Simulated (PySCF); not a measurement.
Input of a run (PBE0-D3(BJ)/def2-SVP geometry optimisation, gas phase (PySCF 2.14.0)), started from GFN2-xTB:
```
{"job": {"xc": "PBE0", "basis": "def2-SVP", "d3": "d3bj", "grid": 1, "kind": "geom"}, "charge": 0, "multiplicity": 1}
Br    -1.169120    -1.479140    -1.152970
Si     0.004080     0.001360    -0.007610
Br    -1.101720     1.911450     0.090280
Br     1.946820     0.331640    -1.004070
Br     0.337190    -0.759600     2.040000
```

Output (energies in Eh, forces in Eh/bohr):
```
step   0  E = -10583.66931014  max force = 0.002359
step   1  E = -10583.66937879  max force = 0.000525
step   2  E = -10583.66937294  max force = 0.000746
step   3  E = -10583.66937162  max force = 0.000720
step   4  E = -10583.66937714  max force = 0.000513
step   5  E = -10583.66938092  max force = 0.000458
step   6  E = -10583.66938312  max force = 0.000493
optimisation converged
```

Task: Summarise the run.

Result: The energy falls by 0.002 eV over 7 energy and gradient evaluations, the largest force component goes from 0.0024 to 4.9e-04 Eh/bohr, and the atoms move by 0.011 Å rms after alignment. Among the bonds, Br1–Si2, Si2–Br3, Si2–Br4 and Si2–Br5 change most and about equally (-0.007 Å). Bonds longer at the end by more than 0.005 Å: 0 of 4; shorter: 4. The energy rose by more than 1e-6 Eh at steps 2 and 3. The first step brought 94 % of the lowering.

Task: What are the final bond lengths?

Result: Br1–Si2 2.202 Å, Si2–Br3 2.202 Å, Si2–Br4 2.201 Å, Si2–Br5 2.203 Å. Numbering counts from 1 in the input's order; the species is `Br[Si](Br)(Br)Br`.

The run used 146 basis functions and 34 SCF cycles in all.

Stationary, but not proved a minimum.
